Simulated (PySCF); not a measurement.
# Computed properties of C3H2, SMILES [C][C][CH2]

C3H2, SMILES [C][C][CH2] (connectivity only; charge and spin as stated), neutral, multiplicity 1. The structure is a stationary point at PBE0-D3(BJ)/def2-TZVP. One conformer was computed; it need not be the lowest. All values are computed for the isolated molecule unless a solvent is named; none is compared with measurement here.

**Structure.** The optimised structure has C2v symmetry. All 9 harmonic modes at PBE0-D3(BJ)/def2-TZVP (PySCF) are real, so it is a minimum. With heavy atoms numbered as in [CH2:1][C:2][C:5], the shortest bond between them is C2–C5 at 1.282 Å and the longest C1–C2 at 1.319 Å.

**Vibrations.** The strongest infrared lines (harmonic, unscaled, degenerate partners summed) lie at 2059 cm⁻¹ (306 km/mol, C 99 %), 1049 cm⁻¹ (20 km/mol, H 72 %, C 28 %), 1481 cm⁻¹ (11 km/mol, H 77 %, C 23 %). The softest mode is at 231 cm⁻¹ and the zero-point energy is 19.5 kcal/mol.

**Electronic structure.** CAM-B3LYP/def2-TZVPD (PySCF) places the frontier levels at -9.35 and -2.83 eV, a gap of 6.52 eV, and gives a dipole moment of 4.38 D and a mean polarisability of 37.7 bohr³. PBE/def2-TZVPD (PySCF) at the same geometry gives -6.67 and -5.06 eV, so its gap is 4.91 eV narrower. An orbital gap is neither the optical nor the fundamental gap.

**Excitations.** TDA-B3LYP/def2-TZVPD (PySCF) has S1 at 1.88 eV (659 nm, f = 0.000, dark); the most intense of the 10 singlets computed lies at 8.20 eV (f = 0.57). T1 (TDA) is at 1.33 eV, 0.55 eV under S1. TDA-PBE/def2-TZVPD (PySCF) puts S1 at 1.86 eV.

**NMR.** GIAO shifts at PBE0/pcSseg-2 (PySCF) (non-relativistic, atoms alike by connectivity averaged): ¹³C from 177.9 to 736.5 ppm against TMS; ¹H at 7.7 ppm against TMS.

**Solvation.** SMD-M06-2X/def2-SVP (PySCF) gives -4.0 kcal/mol in water, -6.4 kcal/mol in acetone, -3.0 kcal/mol in benzene (1 M in both phases, gas-phase geometry); of these solvents acetone holds the molecule best.
